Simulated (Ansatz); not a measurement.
`[CH3][Ta](=[O])([Cl])[Cl]` + H₂O → `[O]=[Ta]([OH])([Cl])[Cl]` + CH₄ at 700 K and 1 bar (formal hydrolysis of a Ta–C bond).

Calculated with Ansatz (gas phase, PBE0-D4/def2-TZVP geometries, no zero-point term in ΔE). CCSD(T)/CBS is the MP2 limit (def2-TZVPP, def2-QZVPP) plus CCSD(T) − MP2 in def2-TZVPP, frozen cores. This one scheme is used for every species. Elements past krypton have def2 core potentials. For Ta outer-core shells are correlated without core-valence functions, which leaves a few kJ/mol of doubt a bond. Each species was taken in one conformer, which may not be the lowest.

```
                    species  CCSD(T)/CBS energy (Eh)  H − E (kJ/mol)  S (J/(mol·K))
`[CH3][Ta](=[O])([Cl])[Cl]`              -1091.67737           181.1          490.9
                        H₂O                -76.37941            80.5          218.4
 `[O]=[Ta]([OH])([Cl])[Cl]`              -1127.64682           115.4          464.4
                        CH₄                -40.46206           145.9          224.0
```

H − E and S are ideal-gas, rigid-rotor, harmonic terms from PBE0-D4/def2-TZVP, for one conformer and one mirror image of each species. 1 Eh = 2625.50 kJ/mol, R = 8.31446 J/(mol·K).

Task: By hand: ΔE, ΔH, ΔS and ΔG.

Result: ΔE = (-1127.64682) + (-40.46206) − (-1091.67737) − (-76.37941) = -0.05210 Eh = -136.8 kJ/mol. Δ(H − E) = 115.4 + 145.9 − 181.1 − 80.5 = -0.3, so ΔH = -137.1 kJ/mol. ΔS = 464.4 + 224.0 − 490.9 − 218.4 = -20.9 J/(mol·K). ΔG = -137.1 − 700 × (-20.9)/1000 = -122.5 kJ/mol.

Task: By hand: the equilibrium constant, and the temperature at which ΔG would vanish if ΔH and ΔS stayed fixed.

Result: log₁₀ K = −ΔG/(RT ln 10) = 9.1. ΔG = 0 at ΔH/ΔS = 6560 K, far beyond where these terms or the molecules hold.

ΔH outweighs TΔS. A doubt of 5 kJ/mol in ΔE shifts log₁₀ K by 0.4 here. Other conformers and mirror images would add mixing entropy, several J/(mol·K) or more a flexible species. These are equilibria of isolated gas molecules and say nothing of rates. Largest T1 diagnostic: 0.019 (customary marks: 0.02 for closed shells, 0.045 for open ones).
